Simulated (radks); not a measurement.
Excited configurations of neutral hafnium: one electron is placed in a higher orbital outside [Xe] 4f14 5d1 6s2. The ground configuration is [Xe] 4f14 5d2 6s2. All-electron calculation, scalar-relativistic Kohn-Sham, PBE, spin-polarised, spherical densities, point nucleus; open shells are filled with parallel spins first (spin-orbit coupling, left out, can overturn this in heavy ions). Program: a radial shooting solver on a logarithmic mesh with Libxc functionals. Excitation = E - E(ground); binding = E(ion) - E, where the ion is the core of charge +1; n* = 1/sqrt(2 binding) in atomic units, and the quantum defect is n - n*.

outer orbital  excitation (eV)  binding (eV)     n*  quantum defect  eigenvalue (eV)  <r> (bohr)
5f                       5.892         0.977  3.731           1.269           -0.472       16.25
6p                       2.105         4.765  1.690           4.310           -2.567       4.511
6d                       5.210         1.660  2.863           3.137           -0.805       10.23
6f                       6.179         0.690  4.440           1.560           -0.405       27.47
7s                       4.280         2.589  2.292           4.708           -1.603       8.587
7p                       5.002         1.868  2.699           4.301           -1.113       11.13
7d                       5.816         1.054  3.593           3.407           -0.612       19.05
7f                       6.359         0.510  5.164           1.836           -0.323       40.97

The Delta-SCF ionisation energy is 6.870 eV (NIST Atomic Spectra Database: 6.825 eV, measured). Self-interaction in the functional shifts the binding energies and quantum defects, so they are the method's values and not measured ones. Open shells are spherical and high-spin; term and fine-structure splittings are not resolved. Spin-orbit splitting is averaged out at the scalar-relativistic level.
